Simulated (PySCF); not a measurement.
Cl₂Se (SMILES Cl[Se]Cl), singlet, geometry from GFN2-xTB. Base run: M062X/pcseg-1 (PySCF).

PySCF was given this input:
```python
from pyscf import gto, scf, dft

mol = gto.M(
    atom='''
Se    0.001365    0.001249    0.686465
Cl    1.041334    1.259457   -0.690832
Cl   -1.044063   -1.261955   -0.682097
''',
    basis='pcseg-1',
    charge=0,
    spin=0,
    verbose=4,
)

mf = dft.RKS(mol)
mf.xc = 'm062x'
mf.kernel()
mf.analyze()
```

Each row names what was changed in the base input (with any setting that the change needs).

```tsv
change	ΔE vs base (mEh)	fitting functions	dipole (D)
base	0.000	-	1.08
auxbasis = cc-pvdz-jkfit	___	___	1.08
auxbasis = default (with mf = mf.density_fit())	-0.017	685	1.09
auxbasis = def2-tzvp-ri	___	___	___
auxbasis = def2-universal-jfit	14855.2	160	0.93
auxbasis = def2-svp-ri	___	___	___
auxbasis = even-tempered beta=3.0	-8.978	434	1.07
auxbasis = def2-universal-jkfit	0.035	522	1.08
auxbasis = cc-pvqz-jkfit	0.034	514	1.08
auxbasis = even-tempered beta=2.0	-0.017	685	1.09
```

Question: Fill in the missing entries.

Answer: 
- auxbasis = cc-pvdz-jkfit, ΔE vs base (mEh): 338.3
- auxbasis = cc-pvdz-jkfit, fitting functions: 395
- auxbasis = def2-tzvp-ri, ΔE vs base (mEh): -5194.7
- auxbasis = def2-tzvp-ri, fitting functions: 385
- auxbasis = def2-tzvp-ri, dipole (D): 1.15
- auxbasis = def2-svp-ri, ΔE vs base (mEh): -5056.2
- auxbasis = def2-svp-ri, fitting functions: 251
- auxbasis = def2-svp-ri, dipole (D): 1.11

A fitting set is made for a task (jfit for Coulomb, jkfit for Coulomb and exchange, ri for correlation) and for a family of orbital bases.
